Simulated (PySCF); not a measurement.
A geometry optimisation, step by step.

Species: C₉H₁₃F.
SMILES with atom numbers: `[CH2:1]=[CH:2][C@@H:3]1[CH2:4][C@H:5]2[CH2:6][CH2:7][C@H:8]2[C@H:9]1[F:10]` (hydrogens: H11, H12 on C1; H13 on C2; H14 on C3; H15, H16 on C4; H17 on C5; H18, H19 on C6; H20, H21 on C7; H22 on C8; H23 on C9)

Computed by this run: PBE0-D3(BJ)/def2-SVP geometry optimisation, gas phase (PySCF 2.14.0); density fitting, grid level 1; the optimiser is geomeTRIC in internal coordinates, started from a GFN2-xTB structure with every atom displaced at random (about 0.01 Å). 8 of its 9 geometries are shown. The frame can shift and turn from step to step; on so coarse a grid that alone can change the energy by a few meV, and forces under 0.02 eV/Å are noise.

Step 0: E = -12238.4581 eV, largest atomic force 2.123 eV/Å
```
atom  x, y, z in Å  |  force x, y, z in eV/Å
C1      3.147    0.320    1.239   -1.093   0.800  -1.165
C2      2.238    0.717    0.327    0.131  -0.606   0.899
C3      0.835    0.180    0.223    1.103   0.470   0.301
C4      0.603   -0.513   -1.110   -2.041  -0.197   0.550
C5     -0.953   -0.514   -1.248    1.077   0.190   0.558
C6     -1.701   -1.506   -0.342    0.303  -0.112   0.085
C7     -2.204   -0.355    0.529   -0.863   0.399  -0.501
C8     -1.449    0.660   -0.366   -0.095  -0.479   0.585
C9     -0.226    1.282    0.301    0.005   0.118  -0.914
F10    -0.466    1.681    1.586    0.030   0.021   0.091
H11     2.880   -0.393    1.994   -0.128  -0.607   0.536
H12     4.126    0.759    1.277    0.702   0.210   0.004
H13     2.474    1.475   -0.425    0.249   0.115  -0.073
H14     0.656   -0.504    1.067   -0.075  -0.101   0.013
H15     0.979   -1.533   -1.133    0.432  -0.256  -0.100
H16     1.017    0.073   -1.912    0.519   0.341  -0.666
H17    -1.272   -0.498   -2.280   -0.217  -0.058  -0.658
H18    -2.488   -2.063   -0.845   -0.267  -0.266  -0.183
H19    -1.050   -2.223    0.179    0.051  -0.091  -0.024
H20    -1.906   -0.358    1.569    0.234  -0.012   0.577
H21    -3.311   -0.230    0.503    0.461   0.004   0.026
H22    -2.089    1.381   -0.848   -0.403   0.596  -0.290
H23     0.106    2.186   -0.282   -0.118  -0.480   0.349
```

Step 1: E = -12238.6067 eV, largest atomic force 0.382 eV/Å
```
atom  x, y, z in Å  |  force x, y, z in eV/Å
C1      3.017    0.538    1.444    0.181  -0.208   0.264
C2      2.237    0.737    0.386   -0.185   0.157  -0.165
C3      0.865    0.178    0.201   -0.096   0.019   0.042
C4      0.608   -0.533   -1.133   -0.031   0.075  -0.088
C5     -0.917   -0.563   -1.281    0.063   0.005  -0.133
C6     -1.661   -1.567   -0.373   -0.028  -0.037  -0.009
C7     -2.199   -0.406    0.487    0.044  -0.002   0.117
C8     -1.460    0.607   -0.413   -0.112   0.084  -0.031
C9     -0.233    1.252    0.215    0.045   0.009   0.181
F10    -0.473    1.699    1.494    0.005   0.029  -0.056
H11     2.700   -0.118    2.268    0.049   0.115  -0.108
H12     4.006    1.002    1.529   -0.094  -0.021  -0.005
H13     2.578    1.410   -0.412    0.052  -0.033  -0.032
H14     0.648   -0.504    1.043   -0.032  -0.016  -0.042
H15     1.054   -1.539   -1.163    0.057   0.017  -0.054
H16     1.054    0.059   -1.956   -0.022  -0.105   0.098
H17    -1.238   -0.573   -2.335    0.040  -0.041   0.081
H18    -2.440   -2.151   -0.883    0.031   0.003  -0.009
H19    -1.000   -2.274    0.152    0.006  -0.013   0.014
H20    -1.881   -0.396    1.541    0.003   0.014  -0.071
H21    -3.291   -0.297    0.468   -0.039   0.010  -0.010
H22    -2.114    1.342   -0.909    0.077  -0.043   0.038
H23     0.093    2.125   -0.380   -0.016  -0.019  -0.023
```

Step 2: E = -12238.6124 eV, largest atomic force 0.114 eV/Å
```
atom  x, y, z in Å  |  force x, y, z in eV/Å
C1      3.009    0.515    1.443    0.070   0.009  -0.037
C2      2.230    0.743    0.385   -0.036  -0.031   0.103
C3      0.856    0.190    0.202   -0.006   0.061  -0.001
C4      0.609   -0.522   -1.133   -0.033   0.020   0.013
C5     -0.912   -0.562   -1.281    0.018   0.019  -0.024
C6     -1.648   -1.569   -0.368   -0.009   0.006   0.017
C7     -2.195   -0.407    0.488   -0.009  -0.013   0.007
C8     -1.464    0.608   -0.414   -0.055   0.001  -0.022
C9     -0.242    1.263    0.216    0.019  -0.017   0.050
F10    -0.486    1.718    1.490    0.007  -0.011  -0.044
H11     2.684   -0.133    2.264   -0.024   0.009  -0.023
H12     4.000    0.965    1.531    0.008   0.005  -0.002
H13     2.588    1.406   -0.416    0.010  -0.024   0.013
H14     0.635   -0.496    1.039   -0.006  -0.007  -0.017
H15     1.068   -1.522   -1.166    0.030   0.008  -0.020
H16     1.056    0.069   -1.952    0.002  -0.006   0.007
H17    -1.230   -0.583   -2.333   -0.009  -0.021   0.007
H18    -2.420   -2.162   -0.878    0.003   0.001  -0.003
H19    -0.981   -2.269    0.161   -0.001   0.000   0.002
H20    -1.875   -0.389    1.540    0.009   0.002  -0.008
H21    -3.289   -0.305    0.470    0.003  -0.003  -0.003
H22    -2.118    1.338   -0.912    0.009   0.004   0.005
H23     0.080    2.133   -0.385   -0.002  -0.012  -0.022
```

Step 3: E = -12238.6124 eV, largest atomic force 0.218 eV/Å
```
atom  x, y, z in Å  |  force x, y, z in eV/Å
C1      3.029    0.505    1.443   -0.195  -0.015  -0.097
C2      2.222    0.738    0.405    0.132   0.041  -0.028
C3      0.844    0.196    0.213    0.075   0.010   0.101
C4      0.610   -0.511   -1.127    0.003  -0.044   0.053
C5     -0.909   -0.561   -1.283    0.005   0.014   0.048
C6     -1.643   -1.570   -0.369    0.012   0.021   0.022
C7     -2.202   -0.409    0.482   -0.026  -0.008  -0.052
C8     -1.472    0.609   -0.420    0.013  -0.044   0.002
C9     -0.254    1.268    0.217    0.008  -0.011  -0.021
F10    -0.506    1.729    1.486   -0.001  -0.011  -0.010
H11     2.710   -0.136    2.267    0.000  -0.053   0.080
H12     4.024    0.951    1.510    0.021   0.011  -0.018
H13     2.583    1.390   -0.403   -0.012   0.028  -0.012
H14     0.614   -0.495    1.043   -0.014  -0.012   0.011
H15     1.080   -1.506   -1.162    0.002   0.000  -0.002
H16     1.060    0.082   -1.940    0.008   0.056  -0.043
H17    -1.221   -0.590   -2.335   -0.024  -0.004  -0.033
H18    -2.407   -2.170   -0.883   -0.011   0.000   0.000
H19    -0.975   -2.264    0.166   -0.004   0.005  -0.006
H20    -1.884   -0.385    1.533    0.006  -0.003   0.028
H21    -3.297   -0.313    0.459    0.019  -0.008   0.002
H22    -2.123    1.336   -0.922   -0.023   0.031  -0.009
H23     0.070    2.134   -0.387    0.008  -0.005  -0.016
```

Step 5: E = -12238.6148 eV, largest atomic force 0.024 eV/Å
```
atom  x, y, z in Å  |  force x, y, z in eV/Å
C1      3.012    0.494    1.448    0.009   0.009  -0.008
C2      2.223    0.746    0.404    0.002  -0.022   0.009
C3      0.846    0.203    0.210    0.004   0.006   0.003
C4      0.613   -0.504   -1.130    0.008  -0.023   0.003
C5     -0.906   -0.562   -1.283    0.005  -0.001   0.001
C6     -1.635   -1.571   -0.365    0.004   0.002   0.003
C7     -2.197   -0.411    0.483    0.003   0.002  -0.006
C8     -1.472    0.607   -0.423   -0.002  -0.003  -0.002
C9     -0.255    1.270    0.211    0.000  -0.004  -0.007
F10    -0.508    1.737    1.477    0.000   0.007   0.002
H11     2.686   -0.157    2.266   -0.008  -0.003  -0.003
H12     4.010    0.932    1.529    0.005   0.000   0.003
H13     2.589    1.405   -0.395   -0.006   0.011   0.009
H14     0.617   -0.490    1.040   -0.009   0.002  -0.001
H15     1.089   -1.497   -1.168    0.002   0.004  -0.006
H16     1.057    0.095   -1.944   -0.009   0.016   0.001
H17    -1.223   -0.595   -2.335   -0.004  -0.004  -0.001
H18    -2.398   -2.176   -0.875   -0.001   0.000  -0.001
H19    -0.963   -2.261    0.171   -0.001  -0.001  -0.001
H20    -1.878   -0.383    1.534   -0.003   0.000   0.003
H21    -3.292   -0.320    0.461    0.000  -0.002  -0.001
H22    -2.127    1.332   -0.925   -0.001   0.006   0.005
H23     0.068    2.134   -0.400    0.001  -0.005  -0.006
```

Step 6: E = -12238.6153 eV, largest atomic force 0.035 eV/Å
```
atom  x, y, z in Å  |  force x, y, z in eV/Å
C1      3.002    0.478    1.459    0.030  -0.010   0.010
C2      2.218    0.752    0.417   -0.019  -0.006   0.016
C3      0.842    0.211    0.212   -0.003  -0.015  -0.031
C4      0.618   -0.493   -1.132    0.009   0.001  -0.016
C5     -0.900   -0.564   -1.285   -0.013  -0.004  -0.015
C6     -1.622   -1.574   -0.362   -0.006  -0.004  -0.008
C7     -2.194   -0.414    0.479    0.018   0.000   0.017
C8     -1.475    0.604   -0.430   -0.004   0.017  -0.004
C9     -0.260    1.275    0.202   -0.002  -0.001  -0.002
F10    -0.519    1.752    1.463    0.002   0.007   0.003
H11     2.668   -0.190    2.260    0.014   0.017  -0.011
H12     4.002    0.910    1.553   -0.014  -0.004   0.006
H13     2.585    1.428   -0.368   -0.002   0.005   0.007
H14     0.608   -0.485    1.037   -0.005   0.009   0.000
H15     1.105   -1.480   -1.177    0.000   0.004   0.000
H16     1.054    0.118   -1.943   -0.009  -0.007   0.019
H17    -1.218   -0.605   -2.336    0.009  -0.001   0.009
H18    -2.380   -2.186   -0.870    0.005  -0.001  -0.001
H19    -0.945   -2.256    0.178    0.002  -0.001   0.001
H20    -1.876   -0.379    1.531   -0.008   0.002  -0.006
H21    -3.289   -0.332    0.456   -0.006   0.002  -0.004
H22    -2.132    1.326   -0.934    0.005  -0.009   0.006
H23     0.063    2.134   -0.416   -0.003   0.000   0.004
```

Step 7: E = -12238.6154 eV, largest atomic force 0.032 eV/Å
```
atom  x, y, z in Å  |  force x, y, z in eV/Å
C1      3.001    0.472    1.466    0.031  -0.006   0.008
C2      2.214    0.753    0.428   -0.024   0.005   0.006
C3      0.839    0.212    0.215    0.001  -0.024  -0.014
C4      0.621   -0.489   -1.132    0.004   0.007  -0.010
C5     -0.897   -0.565   -1.287   -0.011  -0.002  -0.008
C6     -1.617   -1.576   -0.363   -0.007  -0.003  -0.007
C7     -2.195   -0.416    0.473    0.013  -0.002   0.015
C8     -1.476    0.603   -0.434    0.001   0.014   0.000
C9     -0.264    1.276    0.199   -0.001   0.002   0.000
F10    -0.526    1.758    1.458    0.000   0.001   0.002
H11     2.676   -0.205    2.263   -0.007   0.010  -0.017
H12     3.999    0.908    1.560   -0.004  -0.001   0.005
H13     2.578    1.440   -0.349    0.002   0.003   0.004
H14     0.600   -0.486    1.037   -0.002   0.007   0.003
H15     1.114   -1.473   -1.180   -0.001   0.001   0.001
H16     1.054    0.128   -1.939   -0.002  -0.010   0.011
H17    -1.213   -0.610   -2.339    0.009   0.002   0.005
H18    -2.372   -2.191   -0.873    0.004  -0.002   0.000
H19    -0.940   -2.255    0.179    0.003   0.000   0.000
H20    -1.881   -0.378    1.527   -0.006   0.000  -0.005
H21    -3.291   -0.338    0.447   -0.004   0.002  -0.005
H22    -2.133    1.324   -0.940    0.003  -0.008   0.002
H23     0.061    2.132   -0.422   -0.002   0.003   0.005
```

Step 8: E = -12238.6154 eV, largest atomic force under 0.02 eV/Å
```
atom  x, y, z in Å  |  force x, y, z in eV/Å
C1      3.000    0.470    1.469    0.006  -0.006  -0.001
C2      2.211    0.756    0.434   -0.006   0.009   0.000
C3      0.838    0.213    0.217    0.001  -0.012  -0.003
C4      0.624   -0.487   -1.131    0.000   0.007  -0.001
C5     -0.894   -0.565   -1.289   -0.006   0.000  -0.001
C6     -1.614   -1.577   -0.366   -0.004   0.000  -0.005
C7     -2.196   -0.417    0.469    0.004  -0.002   0.006
C8     -1.476    0.602   -0.437    0.002   0.005   0.001
C9     -0.266    1.277    0.199   -0.001   0.002  -0.002
F10    -0.531    1.759    1.457    0.000  -0.004   0.000
H11     2.676   -0.214    2.261   -0.003   0.001  -0.003
H12     3.997    0.908    1.568   -0.001   0.001   0.001
H13     2.573    1.450   -0.337    0.001   0.002   0.002
H14     0.597   -0.485    1.038    0.001   0.004   0.004
H15     1.118   -1.469   -1.179   -0.001  -0.001   0.002
H16     1.057    0.133   -1.936    0.003  -0.005   0.001
H17    -1.207   -0.611   -2.341    0.004   0.003   0.000
H18    -2.367   -2.194   -0.877    0.001  -0.002   0.001
H19    -0.937   -2.255    0.178    0.002   0.001  -0.001
H20    -1.886   -0.379    1.524   -0.003  -0.001  -0.001
H21    -3.291   -0.341    0.439    0.000   0.001  -0.004
H22    -2.133    1.322   -0.944    0.000  -0.003  -0.001
H23     0.060    2.132   -0.421   -0.001   0.002   0.004
```

Question: Summarise the path.

Answer: The energy falls by 15.18 kJ/mol from step 0 to step 8; nine tenths of that is first reached at step 1. It never rises by more than 0.2 meV. The largest force goes from 2.123 to under 0.02 eV/Å. Among the bonds C4–C5 changes most, from 1.562 to 1.528 Å; the atoms move by 0.093 Å rms after alignment.

What follows is the cost of the whole optimisation. On an Arm Neoverse V1 with one thread (shared host), this took 3.6 min of wall time and 0.90 GiB of memory at its peak.
